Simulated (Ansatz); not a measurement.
**Which isomer of GaH5OSi gives these data?**

These gas-phase data were calculated for one isomer of GaH5OSi at PBE0-D4/def2-SVP (harmonic, unscaled wavenumbers; equilibrium rotational constants with average atomic masses):

* rotational constants: 13.28, 2.812, 2.385 GHz
* all wavenumbers above 1500 cm⁻¹: 3911, 2239, 2219, 2212, 1949

Candidates:

(1) `O[SiH2][GaH2]`, a singlet
(2) `[OH][GaH][SiH3]`, a singlet
(3) `[SiH3][O][GaH2]`, a singlet

Question: Assign the data to one candidate and say why.

Answer: Candidate (2). The band at 3911 cm⁻¹ lies where the O–H stretch is expected; (3) has no mode between 3300 and 4000 cm⁻¹. 3 modes lie between 2000 and 2380 cm⁻¹, one for each Si–H bond, while (1) has 2.

The same quantities for all candidates:

|  | rotational constants (GHz) | wavenumbers above 1500 cm⁻¹ | E above the lowest, PBE0-D4/def2-SVP (kcal/mol) |
| --- | --- | --- | --- |
| (1) | 16, 2.254, 2.022 | 3918, 2171, 2166, 1965, 1949 | 18.0 |
| (2) | 13.28, 2.812, 2.385 | 3911, 2239, 2219, 2212, 1949 | 14.3 |
| (3) | 36.63, 2.011, 1.95 | 2232, 2228, 2203, 2029, 2003 | 0.0 |

Harmonic stretches to hydrogen usually lie a few per cent above observed fundamentals. Each candidate is one conformer. Programs: Ansatz 0.2.0.
